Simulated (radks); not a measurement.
Values are calculated unless marked as measured or tabulated.
Neutral palladium inside a hard spherical wall (all orbitals vanish at R), configuration held at [Kr] 4d10 and not refilled when levels cross. Code: a radial shooting solver on a logarithmic mesh with Libxc functionals. Model: scalar-relativistic Kohn-Sham, PBE, spin-polarised, spherical densities, finite nucleus; Fermi nuclear charge, rms radius 4.5318 fm. Eigenvalues in eV for spin up, with the zero of energy where the potential of the charges vanishes at infinity; a dash marks a level that is unbound or too diffuse for the functional's potential to be trusted. A positive occupied level is held by the wall or, in an anion where self-interaction has pushed it up, behind a barrier. The pressure on the wall is -dE/dV.

R (bohr)  E (hartree)  kinetic (hartree)    e(3d)    e(4s)    e(4p)   e(4d)  e(5s, empty)  e(5p, empty)  pressure (GPa)
free      -5045.79436           5233.519  -325.51  -85.327  -51.199  -4.048        -3.321             -               0
20        -5045.79436           5233.519  -325.51  -85.327  -51.199  -4.048        -3.321             -        < 0.0001
15        -5045.79436           5233.519  -325.51  -85.327  -51.199  -4.048        -3.321        -0.271        < 0.0001
12        -5045.79435           5233.519  -325.50  -85.325  -51.197  -4.046        -3.318        -0.175        0.000211
8         -5045.79317           5233.528  -325.39  -85.217  -51.090  -3.949        -3.154         0.578          0.0519
4         -5045.58638           5234.525  -320.11  -80.389  -46.432   0.389         4.335        12.404            45.5
3.5       -5045.34324           5235.558  -316.32  -77.144  -43.341   3.471        10.253        20.300             139
3         -5044.74377           5238.008  -309.35  -71.511  -37.974   9.190        22.222        35.442             488
2.5       -5043.05333           5244.834  -295.35  -61.065  -27.777  20.895        49.119        67.505            2130
2         -5037.24248           5267.545  -263.29  -38.493   -4.368  48.909        118.50        144.83           12500
1.5       -5011.73363           5355.261  -181.71   26.859   66.829  132.01        330.79        367.18          108000
